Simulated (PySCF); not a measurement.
PySCF input (M06-2X/def2-TZVPD):

```python
from pyscf import gto, scf, dft

mol = gto.M(
    atom='''
    S    -0.81280242   -0.12519103    0.56065771
    S     0.89726807    0.12289137   -0.59284163
    H    -1.70325745   -0.52859580   -0.37989177
    H     1.63475489   -0.58119172    0.29133482
    H    -1.28294775    1.14658208    0.60349966
    ''',
    basis='def2-tzvpd',
    charge=0,
    spin=1,
    verbose=4,
)

mf = dft.UKS(mol, xc='m062x').density_fit(auxbasis='def2-universal-jkfit')
mf.grids.level = 4
mf.conv_tol = 1e-9
mf.max_cycle = 100
mf.max_memory = 1500
mf.kernel()
if not mf.converged:
    mf = mf.newton()
    mf.kernel(mf.make_rdm1())
for _ in range(2):
    mo, _, stable, _ = mf.stability(return_status=True)
    if stable:
        break
    mf.kernel(mf.make_rdm1(mo, mf.mo_occ))
mf.analyze()
```

Output:

```
PySCF version 2.14.0

[INPUT] verbose = 4
[INPUT] num. atoms = 5
[INPUT] num. electrons = 35
[INPUT] charge = 0
[INPUT] spin (= nelec alpha-beta = 2S) = 1
[INPUT] symmetry False subgroup None
[INPUT] Mole.unit = angstrom
[INPUT] Symbol           X                Y                Z      unit          X                Y                Z       unit  Magmom
[INPUT]  1 S     -0.812802420000  -0.125191030000   0.560657710000 AA   -1.535973967184  -0.236576759952   1.059489521526 Bohr   0.0
[INPUT]  2 S      0.897268070000   0.122891370000  -0.592841630000 AA    1.695590912617   0.232231032373  -1.120308315941 Bohr   0.0
[INPUT]  3 H     -1.703257450000  -0.528595800000  -0.379891770000 AA   -3.218690100125  -0.998901292595  -0.717891402276 Bohr   0.0
[INPUT]  4 H      1.634754890000  -0.581191720000   0.291334820000 AA    3.089239022893  -1.098293176665   0.550543020349 Bohr   0.0
[INPUT]  5 H     -1.282947750000   1.146582080000   0.603499660000 AA   -2.424419879627   2.166726110534   1.140449073668 Bohr   0.0

nuclear repulsion = 94.2156398663666
number of shells = 47
number of NR pGTOs = 177
number of NR cGTOs = 119
basis = def2-tzvpd
ecp = {}

******** <class 'pyscf.df.df_jk.DFUKS'> ********
method = DFUKS
initial guess = minao
damping factor = 0
level_shift factor = 0
DIIS = <class 'pyscf.scf.diis.CDIIS'>
diis_start_cycle = 1
diis_space = 8
diis_damp = 0
SCF conv_tol = 1e-09
SCF conv_tol_grad = None
SCF max_cycles = 100
direct_scf = False
number electrons alpha = 18  beta = 17
XC library pyscf.dft.libxc version 7.1.2
    S. Lehtola, C. Steigemann, M. J. T. Oliveira, and M. A. L. Marques,  SoftwareX 7, 1–5 (2018)
XC functionals = m062x
    Y. Zhao and D. G. Truhlar,  Theor. Chem. Acc. 120, 215 (2008)
    Y. Zhao and D. G. Truhlar,  Theor. Chem. Acc. 120, 215 (2008)
radial grids:
    Treutler-Ahlrichs [JCP 102, 346 (1995); DOI:10.1063/1.469408] (M4) radial grids

becke partition: Becke, JCP 88, 2547 (1988); DOI:10.1063/1.454033
pruning grids: <function nwchem_prune>
grids dens level: 4
symmetrized grids: False
atomic radii adjust function: <function treutler_atomic_radii_adjust>
small_rho_cutoff = 0
Set gradient conv threshold to 3.16228e-05
tot grids = 104504
******** <class 'pyscf.df.df.DF'> ********
auxbasis = def2-universal-jkfit
init E= -798.280116312845
  alpha nocc = 18  HOMO = -0.090181912305944  LUMO = -0.0173574716604869
  beta  nocc = 17  HOMO = -0.30446407956444  LUMO = -0.090181912305944

WARN: HOMO -0.090181912305944 >= LUMO -0.090181912305944
[...]
  beta  nocc = 17  HOMO = -0.302358286628916  LUMO = -0.0207648159052418
  HOMO = -0.161746617825  LUMO = -0.0207648159052  gap/eV = 3.83631
Extra cycle  E= -798.059911575228  delta_E= -1.37e-10  |g|= 4.49e-06  |ddm|= 3.18e-05
converged SCF energy = -798.059911575228  <S^2> = 0.75372706  2S+1 = 2.0037236
uhf_internal: lowest eigs of H = [0.09845656 0.10578598 0.17173408]
<class 'pyscf.df.df_jk.DFUKS'> wavefunction is stable in the internal stability analysis
**** SCF Summaries ****
Total Energy =                        -798.059911575228057
Nuclear Repulsion Energy =              94.215639866366558
One-electron Energy =                -1289.253047347513302
Two-electron Energy =                  396.977495905918715
Two-electron Coulomb Energy =          449.454167530983341
DFT Exchange-Correlation Energy =      -52.476671625064618
HOMO-LUMO gap [eV] =                     3.836310233845873
**** MO energy ****
                             alpha | beta                alpha | beta
MO #1   energy= -89.9693569020675  | -89.9652961870795  occ= 1 | 1
MO #2   energy= -89.8830732443412  | -89.8772296459778  occ= 1 | 1
MO #3   energy= -8.32593150107851  | -8.32377779511052  occ= 1 | 1
MO #4   energy= -8.2428330707483   | -8.24039740451373  occ= 1 | 1
MO #5   energy= -6.24633653792037  | -6.2422030459321   occ= 1 | 1
MO #6   energy= -6.24378706000428  | -6.24062828702509  occ= 1 | 1
MO #7   energy= -6.24183078565153  | -6.23715604615562  occ= 1 | 1
MO #8   energy= -6.16693359920056  | -6.15820766468149  occ= 1 | 1
MO #9   energy= -6.16012958427854  | -6.15485087661939  occ= 1 | 1
MO #10  energy= -6.15711489672269  | -6.15268922964488  occ= 1 | 1
MO #11  energy= -0.928483175306312 | -0.909984188977816 occ= 1 | 1
MO #12  energy= -0.77727473437875  | -0.755792987279605 occ= 1 | 1
MO #13  energy= -0.552438134330441 | -0.547803027263836 occ= 1 | 1
MO #14  energy= -0.505896014497485 | -0.482491563773073 occ= 1 | 1
MO #15  energy= -0.486768040474583 | -0.470665026631376 occ= 1 | 1
MO #16  energy= -0.392087384153747 | -0.369805358976727 occ= 1 | 1
MO #17  energy= -0.314425590523605 | -0.302358286628916 occ= 1 | 1
MO #18  energy= -0.161746617825447 | -0.0207648159052418 occ= 1 | 0
MO #19  energy= -0.00319014844192665 | -0.000427461685700089 occ= 0 | 0
MO #20  energy= 0.0141517584524956 | 0.0152635559695572 occ= 0 | 0
MO #21  energy= 0.0212499533216269 | 0.0281703957648688 occ= 0 | 0
MO #22  energy= 0.0288223296403359 | 0.0360429398779838 occ= 0 | 0
MO #23  energy= 0.0290701924433301 | 0.0464967659944031 occ= 0 | 0
MO #24  energy= 0.0527604248620746 | 0.052266008822976  occ= 0 | 0
MO #25  energy= 0.0568396110704822 | 0.0716850904222294 occ= 0 | 0
MO #26  energy= 0.0631176339013936 | 0.0741591256362593 occ= 0 | 0
MO #27  energy= 0.0639021614997764 | 0.0809925694393855 occ= 0 | 0
MO #28  energy= 0.122087985440531  | 0.126053943431123  occ= 0 | 0
MO #29  energy= 0.138553713174757  | 0.139227238021174  occ= 0 | 0
MO #30  energy= 0.141175858760421  | 0.148330259871434  occ= 0 | 0
MO #31  energy= 0.153640512260178  | 0.15661367315947   occ= 0 | 0
MO #32  energy= 0.181614461271732  | 0.180005903557884  occ= 0 | 0
MO #33  energy= 0.184885912114398  | 0.189189854359311  occ= 0 | 0
MO #34  energy= 0.197200139273176  | 0.196635772985431  occ= 0 | 0
MO #35  energy= 0.202213536492214  | 0.197051480009488  occ= 0 | 0
MO #36  energy= 0.220460348647463  | 0.211586090004668  occ= 0 | 0
MO #37  energy= 0.232145511537819  | 0.226501787530796  occ= 0 | 0
MO #38  energy= 0.238673730618224  | 0.239030058643938  occ= 0 | 0
MO #39  energy= 0.25727165358976   | 0.251831217145775  occ= 0 | 0
MO #40  energy= 0.258318311069922  | 0.254470949577473  occ= 0 | 0
MO #41  energy= 0.266504494453629  | 0.256214543295063  occ= 0 | 0
MO #42  energy= 0.285573990876504  | 0.267948293934365  occ= 0 | 0
MO #43  energy= 0.285689219334281  | 0.286191324670294  occ= 0 | 0
MO #44  energy= 0.322487634739407  | 0.296586174644424  occ= 0 | 0
MO #45  energy= 0.325288597863163  | 0.30798217334295   occ= 0 | 0
MO #46  energy= 0.336804731661384  | 0.321715527788211  occ= 0 | 0
MO #47  energy= 0.347951862277974  | 0.328549073357196  occ= 0 | 0
MO #48  energy= 0.38336451947308   | 0.356031698042088  occ= 0 | 0
MO #49  energy= 0.426730201043506  | 0.408475522560257  occ= 0 | 0
MO #50  energy= 0.43599547191391   | 0.422243951013674  occ= 0 | 0
MO #51  energy= 0.456322035278745  | 0.449770183637284  occ= 0 | 0
MO #52  energy= 0.478385048822841  | 0.477694671001403  occ= 0 | 0
MO #53  energy= 0.479625793081371  | 0.478873611577319  occ= 0 | 0
MO #54  energy= 0.498370631857013  | 0.492254601546605  occ= 0 | 0
MO #55  energy= 0.533752742392174  | 0.532309753990901  occ= 0 | 0
MO #56  energy= 0.534939385264676  | 0.536464336361423  occ= 0 | 0
MO #57  energy= 0.577865694368466  | 0.573271438823644  occ= 0 | 0
MO #58  energy= 0.582948112775257  | 0.577720002713543  occ= 0 | 0
MO #59  energy= 0.618985057989143  | 0.609805045847576  occ= 0 | 0
MO #60  energy= 0.639479459253437  | 0.639852334713584  occ= 0 | 0
MO #61  energy= 0.65960956767008   | 0.663468957759131  occ= 0 | 0
MO #62  energy= 0.673901557365191  | 0.673217634818654  occ= 0 | 0
MO #63  energy= 0.690537546320281  | 0.698697948873866  occ= 0 | 0
MO #64  energy= 0.707270474430668  | 0.709019251527682  occ= 0 | 0
MO #65  energy= 0.76083666932275   | 0.766083173605014  occ= 0 | 0
MO #66  energy= 0.782074127105776  | 0.781962550585377  occ= 0 | 0
MO #67  energy= 0.854098619750715  | 0.861946565574165  occ= 0 | 0
MO #68  energy= 0.969716793055373  | 0.976569798565652  occ= 0 | 0
MO #69  energy= 1.16085044889281   | 1.16573514138384   occ= 0 | 0
MO #70  energy= 1.38741561346382   | 1.39558557582415   occ= 0 | 0
MO #71  energy= 1.39345510526077   | 1.39907111748527   occ= 0 | 0
MO #72  energy= 1.41841130097819   | 1.42702826837255   occ= 0 | 0
MO #73  energy= 1.45912309086417   | 1.46384336781253   occ= 0 | 0
MO #74  energy= 1.49325877245017   | 1.49998495691133   occ= 0 | 0
MO #75  energy= 1.50938642672959   | 1.51772721344706   occ= 0 | 0
MO #76  energy= 1.51160243895      | 1.51961150259725   occ= 0 | 0
MO #77  energy= 1.53543702016377   | 1.54234757975429   occ= 0 | 0
MO #78  energy= 1.59836709445417   | 1.6076464345528    occ= 0 | 0
MO #79  energy= 1.61237699198024   | 1.62464261989035   occ= 0 | 0
MO #80  energy= 1.61895202852246   | 1.63009124016741   occ= 0 | 0
MO #81  energy= 1.64767471536398   | 1.65299191853135   occ= 0 | 0
MO #82  energy= 1.66336192608649   | 1.66859758408929   occ= 0 | 0
MO #83  energy= 1.66655648401149   | 1.67441147924681   occ= 0 | 0
MO #84  energy= 1.67879024529875   | 1.69256185553144   occ= 0 | 0
MO #85  energy= 1.71560741886507   | 1.72408424509702   occ= 0 | 0
MO #86  energy= 1.71932775702002   | 1.73009536969154   occ= 0 | 0
MO #87  energy= 1.73589381238783   | 1.74730361886775   occ= 0 | 0
MO #88  energy= 1.79211258965888   | 1.80186095286141   occ= 0 | 0
MO #89  energy= 1.83389138753312   | 1.84588163947629   occ= 0 | 0
MO #90  energy= 1.84905892954216   | 1.85744741126925   occ= 0 | 0
MO #91  energy= 1.9231554550743    | 1.93558005872476   occ= 0 | 0
MO #92  energy= 1.93765152720534   | 1.94754083262095   occ= 0 | 0
MO #93  energy= 1.99900684256604   | 2.01669800007044   occ= 0 | 0
MO #94  energy= 2.0095023868049    | 2.02310158356303   occ= 0 | 0
MO #95  energy= 2.05506123464234   | 2.07223749964586   occ= 0 | 0
MO #96  energy= 2.10297953531767   | 2.12412416428553   occ= 0 | 0
MO #97  energy= 2.10939597305983   | 2.12417713533191   occ= 0 | 0
MO #98  energy= 2.20549660940693   | 2.21380821719449   occ= 0 | 0
MO #99  energy= 2.20809251167832   | 2.2191845997721    occ= 0 | 0
MO #100 energy= 2.24881335361879   | 2.26122956177566   occ= 0 | 0
MO #101 energy= 2.26343357415865   | 2.27116276104333   occ= 0 | 0
MO #102 energy= 2.32193016022783   | 2.33892488366441   occ= 0 | 0
MO #103 energy= 2.40306699689099   | 2.41035977641592   occ= 0 | 0
MO #104 energy= 2.5148256345664    | 2.52107495164466   occ= 0 | 0
[...]
```

This state (charge 0, doublet) is run at the relaxed geometry of the species with charge 1 and multiplicity 1.
